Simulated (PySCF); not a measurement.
**Distorted geometries of Er2S3**

Er2S3 (singlet in the valence; each metal's 4f electrons, 11 of them, lie in its core potential, out of spins and levels). PySCF 2.14.0, RKS r2SCAN, Er lcecp-1-SVP with ECP57, S def2-SVP; non-relativistic Hamiltonian with scalar-relativistic core potentials where named; density fitting; no spin-orbit coupling. Relaxed geometry:

```xyz
5

Er    0.1633   -0.5796    2.2769
Er    0.1633   -0.5796   -2.2769
S     0.4720   -1.6757    0.0000
S    -0.4612    1.6373    2.4853
S    -0.4612    1.6373   -2.4853
```

**Question.** Order these distorted geometries by energy above the relaxed one, lowest first.
A.
```xyz
5

Er    0.2427   -0.6240    2.2822
Er    0.2196   -0.5363   -2.2757
S     0.4393   -1.5240   -0.1440
S    -0.5313    1.7019    2.4899
S    -0.4942    1.4222   -2.3524
```
B.
```xyz
5

Er    0.1681   -0.5393    2.1351
Er    0.1828   -0.7046   -2.2556
S     0.5062   -1.6618    0.0296
S    -0.4621    1.6439    2.5271
S    -0.5188    1.7016   -2.4362
```
C.
```xyz
5

Er    0.1386   -0.6103    2.0945
Er    0.1775   -0.4683   -2.0931
S     0.3654   -1.5890    0.0258
S    -0.4863    1.4160    2.4064
S    -0.3191    1.6913   -2.4335
```

**Answer.** B (0.47 eV), C (1.06 eV), A (1.13 eV).

**Question.** Which forces (eV/Å) act in the one that lies 1.06 eV up?

**Answer.** 
```
Er   1.17 -3.26  3.47
Er   0.28 -0.98 -1.89
S    0.46 -2.33 -1.88
S   -1.49  4.75  0.41
S   -0.41  1.82 -0.10
```
Forces carry noise of the integration grid, about 0.01 to 0.03 eV/Å.

No frequency check is given that shows the relaxed geometry to be a minimum. An lcecp potential fixes the number of 4f electrons, so in runs with it no electron can move into or out of that shell.
